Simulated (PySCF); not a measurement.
## Relaxation of singlet Sr₃

Method: PBE0/[Sr def2-TZVP with ECP28], scalar-relativistic core potentials, density fitting, no spin–orbit coupling, PySCF. A (50,194) grid was used.

A hand-made obtuse triangle start, of C2v symmetry, held to at least that symmetry:

```xyz
3
charge 0 multiplicity 1, angstrom
Sr    0.0000   -1.5984    0.0000
Sr    3.1169    0.7992    0.0000
Sr   -3.1169    0.7992    0.0000
```

Optimiser trace:
```csv
step,E − E(last) (kJ/mol),largest gradient (Eh/bohr)
0,53.86,0.01339
1,47.38,0.01145
2,31.99,0.00553
3,25.34,0.00183
4,22.73,0.00290
5,20.84,0.00355
6,18.00,0.00403
7,12.52,0.00422
8,5.72,0.00453
9,0.11,0.00074
10,0.09,0.00058
11,0.00,0.00005
```

It ends at D3h with Sr–Sr 4.320 Å (×3); Sr–Sr–Sr 60.0° (×3) (after a last refinement on a finer grid). The frequency run here used a shortcut that can spoil soft modes, so no verdict on minimum or saddle point is given. Other isomers or separated fragments may lie lower.

Final geometry:
```xyz
3
charge 0 multiplicity 1, angstrom
Sr   -0.0018   -2.4940    0.0000
Sr    2.1607    1.2454    0.0000
Sr   -2.1590    1.2485    0.0000
```

The relaxation took 19 s on 2 threads of a shared Arm Neoverse V1 host, with 99 basis functions and 12 gradients.
